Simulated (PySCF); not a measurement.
CrO₂F₂, SMILES [Cr]([F])(=[O])([F])=[O], multiplicity 1. Coordinates come from a PBE-D3(BJ)/def2-SVP optimisation. The multiplicity is an assumed one; other spin states were not compared. The isomer is the one that the SMILES or the coordinates give; other isomers of the formula were not compared.

Calculation: PBE-D3(BJ)/def2-SVP (PySCF 2.14.0).

Harmonic wavenumbers (cm⁻¹): 221, 284, 298, 323, 419, 736, 797, 1087, 1105. Rotational constants (GHz): 4.474, 4.026, 3.703; symmetry number 2.

### Question
Work out the zero-point energy and the ideal-gas rigid-rotor harmonic-oscillator thermochemistry at 298.15 K and 1 atm.

### Answer
ZPE = ½ Σ hcν = ½ × 5268 cm⁻¹ = 7.53 kcal/mol. H − E(el) = 11.35 kcal/mol. Entropy in cal/(mol K): translation 40.31, rotation 24.60, vibration 7.69, total 72.60. G − E(el) = -10.30 kcal/mol. Cp = 18.18 cal/(mol K).
